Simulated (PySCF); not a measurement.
Positional isomers: butadiene methyl+boryl. Gas-phase values, no solvent. One relaxed conformer stands for each flexible species; it need not be the lowest. Strings in code marks are SMILES.

Calculation: PySCF with CAM-B3LYP-D3(BJ)/def2-TZVP. All candidates: neutral, multiplicity 1. Excitations are Tamm–Dancoff values on a coarser integration grid. The basis has no diffuse functions, so Rydberg states are missing or too high.

```json
{
  "HOMO": "-8.19 eV",
  "HOMO–LUMO gap": "7.15 eV",
  "brightest of the four lowest singlets (TDA)": "5.09 eV"
}
```

Question: Say which member has these values.
(A) `B/C=C\C=C/C`
(B) `B/C=C/C=C/C`
(C) `B/C(C=C)=C\C`
(D) `BC(=C)C(=C)C`

Answer: B, `B/C=C/C=C/C`. The others give `B/C(C=C)=C\C`: -7.94 eV, 7.11 eV, 6.35 eV; `B/C=C\C=C/C`: -8.12 eV, 7.01 eV, 4.78 eV; `BC(=C)C(=C)C`: -8.19 eV, 7.35 eV, 6.27 eV
